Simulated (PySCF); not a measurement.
## ZrB at PBE0

Level: PBE0. basis Zr x2c-TZVPPall, B x2c-TZVPPall; spin-free X2C with a Gaussian nucleus; PySCF 2.14.

For ZrB, the state is ⁶Δ (sextet), unpaired electrons σ ↑↑, π ↑↑, δ ↑, the bond length is 2.145 Å and the harmonic wavenumber is 623 cm⁻¹. The force constant is 2.24 mdyn/Å, the rotational constant Be is 0.3735 cm⁻¹ and the anharmonicity ωexe is 2.94 cm⁻¹. The vibration–rotation constant αe is 0.00231 cm⁻¹, the bond order (Mayer) is 1.88 and the dipole moment (positive dipole means Zr(−)B(+)) is -3.65 D.

De is left out where the level can put another filling of the metal’s s and d shells below the measured ground configuration, by anything from nothing to about 1 eV. Spin–orbit coupling is left out, which matters for elements this heavy, above all for dissociation energies. With d or f electrons several states lie close, and the lowest PBE0 determinant need not be the measured ground state.
